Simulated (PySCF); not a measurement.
## Vibration and rotation of ZrF⁻

ROHF-CCSD(T) constants of ZrF⁻, ³Σ⁻ (triplet), unpaired electrons δ ↑↑ (Zr def2-TZVPPD with ECP28, F def2-TZVPPD; scalar-relativistic core potentials (PySCF 2.14); masses 89.9047 and 18.9984 u):

- ωe: 572.4 cm⁻¹
- ωexe: 2.98 cm⁻¹
- Be: 0.28418 cm⁻¹
- αe: 0.00198 cm⁻¹
- D (centrifugal): 2.8e-07 cm⁻¹
- De to Zr (4d2 5s2) + F⁻: 3.87 eV

**Question.** Give the vibrational terms G(v) and spacings up to v = 6.

**Answer.** G(v) = ωe(v+½) − ωexe(v+½)².

```json
{"v": "0", "G(v) (cm⁻¹)": "285.5", "G(v) − G(v−1)": "", "Bv (cm⁻¹)": "0.2832"}
{"v": "1", "G(v) (cm⁻¹)": "851.9", "G(v) − G(v−1)": "566.4", "Bv (cm⁻¹)": "0.2812"}
{"v": "2", "G(v) (cm⁻¹)": "1412.4", "G(v) − G(v−1)": "560.5", "Bv (cm⁻¹)": "0.2792"}
{"v": "3", "G(v) (cm⁻¹)": "1966.9", "G(v) − G(v−1)": "554.5", "Bv (cm⁻¹)": "0.2772"}
{"v": "4", "G(v) (cm⁻¹)": "2515.5", "G(v) − G(v−1)": "548.6", "Bv (cm⁻¹)": "0.2753"}
{"v": "5", "G(v) (cm⁻¹)": "3058.1", "G(v) − G(v−1)": "542.6", "Bv (cm⁻¹)": "0.2733"}
{"v": "6", "G(v) (cm⁻¹)": "3594.7", "G(v) − G(v−1)": "536.6", "Bv (cm⁻¹)": "0.2713"}
```

**Question.** How well does the Morse estimate ωe²/(4ωexe) reproduce De, and what is D0?

**Answer.** It gives 3.41 eV, 88 % of the computed De. D0 = De − G(0) = 3.87 − 0.04 = 3.83 eV.

Correlated steps freeze 1 core orbital. Spin–orbit coupling is left out, which matters for elements this heavy, above all for dissociation energies. For an ion De counts to the pair picked by the measured ionisation energies or electron affinities, which need not be the lowest pair at this level. The CCSD T1 diagnostic is raised, a sign that a single reference may not be enough here. The state is the lowest single determinant that the PBE0 search found; with open d or f shells the true ground state can be another one.
